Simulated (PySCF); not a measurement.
## W (tungsten, neutral) across methods

[Xe] 4f14 5d4 6s1 7s1, high-spin 7D determinant (an excited configuration). All numbers are calculated (PySCF 2.14, a scalar-relativistic core potential, in aug-cc-pVTZ-PP with ECP60MDF (6s6p5d3f2g, 88 functions)). The B2PLYP total includes its PT2 part (frozen core); its orbital energies are those of the SCF part.

```tsv
method	E (hartree)	mean ε 5d α (eV)	mean ε 6s α (eV)	mean ε 7s α (eV)	Σ⟨r²⟩ (bohr²)	⟨S²⟩
r2SCAN	-67.1410	-9.744	-9.737	-1.569	124.4	12.002
BP86	-67.1971	-9.396	-9.628	-1.673	123.4	12.001
PBE	-67.1301	-9.333	-9.483	-1.626	124.0	12.001
B2PLYP	-66.9015	-11.879	-10.738	-1.899	125.9	12.002
TPSSh	-67.0868	-9.896	-9.723	-1.665	125.8	12.001
UHF	-66.54933	-14.337	-12.016	-2.308	127.4	12.005
LDA	-66.9404	-9.336	-9.725	-1.624	122.2	12.000
```

Problem. Estimate the same row for PBE0.

Solution. E (hartree) = -67.0966; mean ε 5d α (eV) = -10.737; mean ε 6s α (eV) = -10.189; mean ε 7s α (eV) = -1.860; Σ⟨r²⟩ (bohr²) = 124.8; ⟨S²⟩ = 12.002.

Energies and moments cover only the electrons outside the core potential. Spin-orbit coupling, absent here, splits the open shell strongly. The outer electron is Rydberg-like, and this basis confines it to a smaller radius and binds it less than a complete one would.
